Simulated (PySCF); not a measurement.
# [NbCl6]2-: what the settings change

[NbCl6]2-: Nb(IV) (d1), charge -2. The structure is a PBE0-D3(BJ)/def2-SVP, IEF-PCM water geometry optimised for multiplicity 2; coordination octahedral, point group D2h, metal–donor distances 2.42–2.44 Å.

The d shell alone is too small an active space for [NbCl6]2- (an active orbital has only 0.63 squared overlap with the free ion's shell): its levels, fitted parameters, g values and moments show what this model gives and aren't sound predictions.

```
7

Nb    0.000    0.000    0.000
Cl    0.000    0.000    2.445
Cl    0.000    0.000   -2.445
Cl    2.424   -0.026    0.000
Cl   -2.424    0.026    0.000
Cl   -0.026    2.424    0.000
Cl    0.026   -2.424    0.000
```

Method (PySCF 2.14, density fitting): CASSCF(1,5) with orbitals averaged over all microstates of the shell, strongly contracted NEVPT2 on the averaged canonical orbitals; basis x2c-TZVPall on the metal, x2c-SVPall elsewhere; spin-free X2C; IEF-PCM water; spin-orbit coupling by state interaction with the mean-field operator over all roots.

Base run: NEVPT2 ground state 2B2g (from 2T2g), next 2B3g (from 2T2g) at 121, then 2Ag (from 2T2g) at 212 cm⁻¹, 10Dq(NEVPT2) 25323, ζ 548 cm⁻¹, μeff(300 K) 1.16 μB.

Problem. What happens with the basis x2c-TZVPall on all atoms?

Solution. NEVPT2 ground state 2B2g (from 2T2g), next 2B3g (from 2T2g) at 125, then 2Ag (from 2T2g) at 224 cm⁻¹, 10Dq(NEVPT2) 24190, ζ 543 cm⁻¹, μeff(300 K) 1.16 μB. It took 43 s against 17 s on a shared host of the same kind.

No frequencies were computed for the optimised geometry. Charge-transfer states lie outside this active space and may come lower than some of these levels. 2B3g (from 2T2g) (121 cm⁻¹), 2Ag (from 2T2g) (212 cm⁻¹) lie within 300 cm⁻¹ of 2B2g (from 2T2g) at NEVPT2 level, inside the method's error: they are parts of one split term, whose order is undecided, and g values and low-temperature moments can hang on it. NEVPT2 on the d shell alone tends to put d–d bands too high for such charged or covalently bound ions.
